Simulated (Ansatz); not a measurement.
Start from `[F][Al]([Cl])[GeH3]` and change one atom or group to get `[F][Al]([Cl])[Cl]`.

Ansatz, PBE0-D4/def2-TZVP geometries, multiplicity 1. 

Scalar relativity is left out up to krypton.

```
                               property  `[F][Al]([Cl])[GeH3]`
  HOMO–LUMO gap (B3LYP/def2-TZVPP) / eV                   6.47
    LUMO energy (B3LYP/def2-TZVPP) / eV                  -1.76
     LUMO energy (PBE0/def2-TZVPP) / eV                  -1.58
     HOMO energy (PBE0/def2-TZVPP) / eV                  -8.44
    HOMO–LUMO gap (PBE/def2-TZVPP) / eV                   5.00
HOMO–LUMO gap (ωB97M-V/def2-TZVPP) / eV                  10.57
```

(1) Give the same properties after the change, and the shifts. (Estimate.)

## Answers

(1) The calculation gave: 
```csv
property,`[F][Al]([Cl])[Cl]`,shift
HOMO–LUMO gap (B3LYP/def2-TZVPP) / eV,7.71,1.24
LUMO energy (B3LYP/def2-TZVPP) / eV,-1.61,0.15
LUMO energy (PBE0/def2-TZVPP) / eV,-1.31,0.27
HOMO energy (PBE0/def2-TZVPP) / eV,-9.63,-1.19
HOMO–LUMO gap (PBE/def2-TZVPP) / eV,6.00,1.00
HOMO–LUMO gap (ωB97M-V/def2-TZVPP) / eV,12.30,1.73
```

With PBE0 the HOMO falls by 1.19 eV and the LUMO rises by 0.27 eV, so the gap widens by about 1.46 eV. PBE moves the HOMO by -0.88 eV and ωB97M-V by -1.45 eV.

B3LYP here is the variant with VWN-RPA as its local correlation; programs differ in this.
